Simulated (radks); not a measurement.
The numbers below are computed, except where a source is named.
Problem. The mean radii <r> (bohr) of the occupied orbitals of an atom or ion are listed with their occupations. Code: a radial shooting solver on a logarithmic mesh with Libxc functionals. Model: scalar-relativistic Kohn-Sham, PBE, spin-polarised, spherical densities, finite nucleus; Fermi nuclear charge, rms radius of each element as measured or else 0.836 A^(1/3) + 0.57 fm.

orbital  occ.      <r>
1s up       1  0.04324

Name the element and its charge. Open shells, if any, are filled with parallel spins first.

Solution. Z = 34, selenium, charge +33: Se33+ in 1s1. The 1s radius gives Z: for a bare nucleus <r> = (2 gamma + 1)/(2Z) with gamma = sqrt(1 - (Z/c)^2), 0.0432 bohr for Z = 34, and the self-interaction of the functional makes it slightly larger (0.04324 here). The occupations add up to 1, and the charge is Z minus that.
